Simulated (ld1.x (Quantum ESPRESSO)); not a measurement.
**Configuration tests for lead (ultrasoft)**

- Element: Pb (Z = 82)
- Generator: ld1.x (Quantum ESPRESSO) 7.5
- Type: ultrasoft
- Functional: PBE
- Relativity: fully relativistic
- Frozen core: [Xe] 4f14 5d10
- Valence charge: 4
- Reference configuration: 6s2 6p2
- Partial waves: 6s (bound): rcut 1.50, rcutus 2.00 bohr; 6s channel at 0.4 Ry: rcut 1.50, rcutus 2.00 bohr; 6p (bound): rcut 2.40, rcutus 2.65 bohr; 6p channel at 0.9 Ry: rcut 2.40, rcutus 2.65 bohr
- Local potential: all-electron potential smoothed inside 2.25 bohr (lloc = -1)
- Core correction: none
- Augmentation charge: built from norm-conserving waves at rcut, not smoothed further

Open shells are filled in proportion to 2j + 1 (rel_dist='average').

Energies are relative to the spin-unpolarised reference configuration 6s2 6p2; without spin polarisation the order of configurations can differ from experiment.

| valence configuration | charge | ΔE all-electron (eV) | error AE − PS (meV) |
| --- | --- | --- | --- |
| 6s2 6p1 | +1 | 6.698 | +11 |
| 6s1 6p0 | +3 | 52.710 | +160 |
| 6s1 6p2 | +1 | 16.050 | -10 |
| 6s2 6p2.3 | -0.3 | -0.832 | +0.4 |
| 6s0 6p4 | 0 | 17.479 | +151 |
| 6s1 6p3 | 0 | 8.567 | +20 |

What are ΔE and the potential's error for 6s2 6p0?

ΔE = 20.303 eV all-electron; the error (AE − PS) is +89 meV.

Levels in the configuration 6s2 6p2.3:

```
   level  all-electron (eV)  pseudo (eV)
6s j=1/2            -10.132      -10.127
6p j=1/2             -2.869       -2.871
6p j=3/2             -1.519       -1.523
```
